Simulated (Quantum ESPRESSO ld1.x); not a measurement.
The numbers below are computed, except where a source is named.
Tc II, 42 electrons, occupied as [Kr] 4d4 5s1.5 5p0.5 (fractional occupations, a model configuration). Code: ld1.x of Quantum ESPRESSO 7.5. Model: scalar-relativistic Kohn-Sham, LDA (Slater exchange, Perdew-Zunger correlation), spin-polarised, spherical densities, point nucleus; open shells are filled with parallel spins first.

Normalised radial functions P(r) = r R(r), r in bohr:

| r | 4p up | 5p down |
|---|---|---|
| 0.005874 | 0.0129 | 0.0037 |
| 0.007898 | 0.0216 | 0.0062 |
| 0.01053 | 0.0355 | 0.0102 |
| 0.01416 | 0.0581 | 0.0167 |
| 0.01904 | 0.0926 | 0.0266 |
| 0.0254 | 0.1410 | 0.0405 |
| 0.03414 | 0.2066 | 0.0593 |
| 0.0459 | 0.2818 | 0.0808 |
| 0.06122 | 0.3445 | 0.0987 |
| 0.08232 | 0.3591 | 0.1027 |
| 0.1107 | 0.2704 | 0.0767 |
| 0.1488 | 0.0440 | 0.0111 |
| 0.1985 | -0.2684 | -0.0786 |
| 0.2668 | -0.5274 | -0.1509 |
| 0.3587 | -0.5036 | -0.1379 |
| 0.4785 | -0.1083 | -0.0158 |
| 0.6433 | 0.5148 | 0.1630 |
| 0.8648 | 0.9816 | 0.2608 |
| 1.153 | 1.0175 | 0.1728 |
| 1.551 | 0.6979 | -0.0865 |
| 2.085 | 0.3209 | -0.3811 |
| 2.803 | 0.0944 | -0.5627 |
| 3.739 | 0.0170 | -0.5525 |
| 5.027 | 0.0014 | -0.3786 |
| 6.758 | 0.0000 | -0.1715 |
| 9.014 | 0.0000 | -0.0490 |
| 12.12 | 0.0000 | -0.0073 |

4p up: eigenvalue -58.240 eV, 2 radial nodes at r = 0.155, 0.505 bohr, <r> = 1.16 bohr, 90 % of the charge inside 1.72 bohr. 5p down (empty): eigenvalue -7.463 eV, 3 radial nodes at r = 0.155, 0.492, 1.42 bohr, <r> = 3.72 bohr, 90 % of the charge inside 5.50 bohr.
